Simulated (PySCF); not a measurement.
Al(Me)(H) (CH4Al), SMILES [CH3][AlH+], charge +1. Heavy atoms are numbered as in [AlH+:1][CH3:2]. Hydrogens are named by the atom that carries them.

Geometry optimised at PBE0-D3(BJ)/def2-TZVP. The multiplicity is an assumed one; other spin states were not compared. The isomer is the one that the SMILES or the coordinates give; other isomers of the formula were not compared.

Computed with PBE/pcSseg-2 run with PySCF.

GIAO shieldings, no solvent; atoms alike by connectivity are averaged. δ = σ(ref) − σ: ¹³C against TMS (σ = 181.4 ppm); ¹H against TMS (σ = 31.47 ppm), references at their B3LYP-D3(BJ)/def2-TZVP geometries, non-relativistic.

```
atoms     nucleus  count     δ (ppm)
--------  -------  -----  ----------
C2 (CH3)      ¹³C      1  (withheld)
H on Al1       ¹H      1        6.58
H on C2        ¹H      3        1.68
```

Question: Complete the blanks. (An estimate is asked for; the answer gives what the named calculation found.)

Answer: 
- C2 (CH3), δ (ppm): 1.0
